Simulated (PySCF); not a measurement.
Method: PySCF with PBE-D3(BJ)/def2-TZVP // B3LYP-D3(BJ)/def2-TZVP. All species are isolated molecules in the gas phase. One relaxed conformer stands for a flexible species; it need not be the lowest. Excitations are Tamm–Dancoff values on a coarser integration grid. The basis has no diffuse functions, so Rydberg states are missing or too high.

Reference species (SMILES): `BC(=C)C=C` (neutral, multiplicity 1).

```yaml
HOMO–LUMO gap: 3.10 eV
T1 excitation (TDA): 2.64 eV
```

Changed species: `C(/C=C)=C/B`.

### Question
Give the shifts of the HOMO–LUMO gap and T1 excitation (TDA).

### Answer
the HOMO–LUMO gap rises by 0.05 eV, to 3.15 eV; the T1 excitation (TDA) falls by 0.04 eV, to 2.60 eV.
